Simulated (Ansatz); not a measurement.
Consider the hydrogenolysis of the Si–Br bond: `O[Si]([SiH3])(Cl)Br` + H₂ → `O[SiH]([SiH3])Cl` + HBr.

Isolated molecules relaxed with PBE0-D4/def2-TZVP in Ansatz; ΔE leaves out vibrations. CCSD(T)/CBS adds triple-zeta CCSD(T) − MP2 to the extrapolated MP2 energy (def2 sets, frozen cores). This one scheme is used for every species. For Br outer-core shells are correlated without core-valence functions, which leaves a few kJ/mol of doubt a bond. Scalar relativity is left out up to krypton. One conformer a species, not always the lowest.

`O[Si]([SiH3])(Cl)Br`:

Cartesian coordinates in Å:
```
O 0.684 1.137 -1.424
Si 0.036 0.812 0.034
Si -0.258 -1.488 0.248
Cl -1.756 1.795 0.247
Br 1.369 1.575 1.644
H 0.887 2.047 -1.651
H -0.855 -1.747 1.582
H -1.169 -1.971 -0.821
H 1.062 -2.160 0.141
```

H₂:

Z-matrix (Å, degrees):
```
H
H 1 0.746
```

`O[SiH]([SiH3])Cl`:

Z-matrix (Å, degrees):
```
Si
Si 1 2.335
Cl 1 2.068 2 108.6
O 1 1.639 2 107.4 3 -119.7
H 1 1.486 2 114.5 3 116.6
H 2 1.487 1 110.4 3 -179.5
H 2 1.485 1 109.5 3 59.7
H 2 1.487 1 108.6 3 -59.9
H 4 0.959 1 118.4 2 180.0
```

HBr:

Cartesian coordinates in Å:
```
Br -0.623 -0.157 -0.303
H 0.623 0.157 0.303
```

| species | CCSD/def2-SVP energy (Eh) |
| --- | --- |
| `O[Si]([SiH3])(Cl)Br` | -3687.20205 |
| H₂ | -1.16345 |
| `O[SiH]([SiH3])Cl` | -1115.40803 |
| HBr | -2572.93322 |

Q: Work out ΔE.

A: ΔE = (-1115.40803) + (-2572.93322) − (-3687.20205) − (-1.16345) = 0.02425 Eh = +0.66 eV. CCSD(T)/CBS gives +0.92 eV.

Largest T1 diagnostic among the species: 0.012.

Leaving LDA and LC-ωPBE aside and taking each functional with its dispersion term where it has one, the values, not all of them listed here, spread over 0.15 eV, from CAM-B3LYP-D4 to revPBE-D4. LDA lies +0.03 eV from PBE without D4. The D4 term adds +0.14 eV with B3LYP and +0.07 eV with PBE0; it sums over pairs of atoms, weighted by their polarisabilities, and B3LYP, whose exchange is more repulsive, gets the larger term. At CCSD(T), def2-SVP lies −0.22 eV from the extrapolated value and def2-TZVPP −0.09 eV.

B3LYP here is the variant with VWN-RPA as its local correlation; programs differ in this.
